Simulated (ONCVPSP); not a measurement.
## What one change does to a pseudopotential (Au (Z = 79), ONCV)

gold (Au), optimised norm-conserving Vanderbilt (ONCV), made with ONCVPSP 4.0.1 (PBE, non-relativistic). Core [Kr] 4d10 4f14, reference 5s2 5p6 5d10 (charge +1). Waves: 5s: rc 1.55 bohr, ncon 4, nbas 8, qcut 6 1/bohr, 2 projectors, debl 0.6 Ha; 5p: rc 1.95 bohr, ncon 3, nbas 7, qcut 7.2 1/bohr, 3 projectors, debl 1.7 Ha; 5d: rc 1.65 bohr, ncon 4, nbas 9, qcut 7.5 1/bohr, 2 projectors, debl 0.4 Ha; f scattering state at 0.13 Ha: rc 1.75 bohr, ncon 4, nbas 8, qcut 5.9 1/bohr, 2 projectors, debl 0.7 Ha. Local part: polynomial inside 1.10 bohr (lpopt 5, dvloc0 -1 Ha). Core correction: Teter function, fcfact 4.5, rcfact 1.2.

In the s channel the program set the typed energies aside and used -3.392, 0.250 Ha. In the p channel the program set the typed energies aside and used -2.282, 0.250, 1.950 Ha. In the d channel the program set the typed energies aside and used -0.582, 0.250 Ha.

Change: d: qcut 5.3.

Cutoffs: the cutoffs (Ha) at which the residual kinetic energy of the hardest occupied pseudo-wave falls to 1 and 0.1 mHa per electron; they do not see the model core or the augmentation charge, which bear on the density cutoff. Errors are all-electron minus pseudo energies relative to the spin-unpolarised reference configuration.

Task: What does the change do?

Result: The potential gets harder (21 Ha and 67 Ha → 64 Ha and 111 Ha); of the 4 tests that both files solve, the error grows in 2 and shrinks in 0 by more than 15 % and 0.3 meV (median size 0.1 → 1.1 meV); neither file shows a bound ghost.

| quantity | base | changed |
| --- | --- | --- |
| cutoff, loose | 21 Ha | 64 Ha |
| cutoff, tight | 67 Ha | 111 Ha |
| loose cutoff by channel | s 18 Ha, p 15 Ha, d 21 Ha | s 18 Ha, p 15 Ha, d 64 Ha |
| bound ghosts | none | none |
| GHOST(+) flags under 300 eV | s at 47.3 eV | s at 47.3 eV, d at 58.6 eV |
| error for 5s2 5p6 5d10 6s1, meV [ΔE -7.28 eV] | +0.5 | +0.7 |
| error for 5s2 5p6 5d9, meV [ΔE 21.86 eV] | -0.1 | +1.4 |
| error for 5s2 5p6 5d8, meV [ΔE 56.65 eV] | +0.2 | +11 |
| error for 5s2 5p6 5d10 6p1, meV [ΔE -3.83 eV] | 0.0 | 0.0 |
| s: phases at 1.58 bohr within 0.05 rad from the reference energy up to (Ha; the scan ends near 5) | 1.4 | 1.4 |
| p: phases at 1.98 bohr within 0.05 rad from the reference energy up to (Ha; the scan ends near 5) | to the end of the scan | to the end of the scan |
| d: phases at 1.67 bohr within 0.05 rad from the reference energy up to (Ha; the scan ends near 5) | to the end of the scan | to the end of the scan |
| f: phases at 1.78 bohr within 0.05 rad from the reference energy up to (Ha; the scan ends near 5) | to the end of the scan | to the end of the scan |
| rms error of d²Exc/dni dnj with the model core, mHa | 0.35 | 0.39 |
